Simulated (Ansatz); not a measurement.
`[CH3][In]([NH2])[NH2]` + H₂O → `[NH2][In]([NH2])[OH]` + CH₄  (formal hydrolysis of the In–C bond)

Computed with Ansatz on PBE0-D4/def2-TZVP structures; ΔE is electronic, products minus reactants. CCSD(T)/CBS adds triple-zeta CCSD(T) − MP2 to the extrapolated MP2 energy (def2 sets, frozen cores). This one scheme is used for every species. DFT in def2-TZVPP. def2 core potentials past Kr. For In outer-core shells are correlated without core-valence functions, which leaves a few kJ/mol of doubt a bond. Each species was taken in one conformer, which may not be the lowest.

CCSD(T)/CBS gives -10.8 kcal/mol.

(1) Another level gave -13.0 kcal/mol. Which?
A. BLYP/def2-TZVPP
B. HF/def2-TZVPP
C. r2SCANh/def2-TZVPP
D. MP2/def2-TZVPP

Largest T1 diagnostic among the species: 0.015.

Results:

(1) B. HF/def2-TZVPP -13.0, r2SCANh -12.0, MP2/def2-TZVPP -10.4, BLYP -14.0 kcal/mol.

In def2-TZVPP, CCSD(T) changes the Hartree–Fock value by +2.4 kcal/mol (the triples alone add −0.2 kcal/mol) and MP2 by +2.6 kcal/mol. Leaving LDA and LC-ωPBE aside and taking each functional with its dispersion term where it has one, the values, not all of them listed here, spread over 3.7 kcal/mol, from B97M-V to HSE06-D4. LDA lies +2.3 kcal/mol from PBE without D4. From r2SCAN to r2SCAN0 (25 % exact exchange), in def2-TZVPP and without D4, ΔE moves by +1.5 kcal/mol.
